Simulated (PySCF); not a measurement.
Electron correlation in Sr⁻ (strontium, charge -1)

[Kr] 4d1 5s2, 2D determinant. Calculation: PySCF 2.14, in def2-QZVPPD with the def2 core potential (28 electrons); a scalar-relativistic core potential. Frozen: nothing; 11 electrons correlated.

MP2 pair energies summed by pair of shells (mhartree):

```
 pair   energy  share (%)
4p-4p  -138.91       55.5
4s-4p   -38.35       15.3
4p-5s   -23.26        9.3
5s-5s   -15.90        6.3
4d-5s   -13.00        5.2
4p-4d   -11.11        4.4
4s-4s    -7.88        3.1
4s-5s    -1.19        0.5
4s-4d    -0.76        0.3
```

Total MP2 correlation energy: -250.35 mhartree.

Same-spin part -64.38 and opposite-spin part -185.97 mhartree; SCS-MP2 scales them by 1/3 and 6/5 to -244.62 mhartree.

The basis has no tight functions for the innermost shells, so their pair energies are far from complete.

The Hartree-Fock reference does not bind the outermost electron (its level is positive or very diffuse), so these energies belong to a reference that the basis holds together.

This basis was not built for core-valence correlation, so the inner-shell part is incomplete.
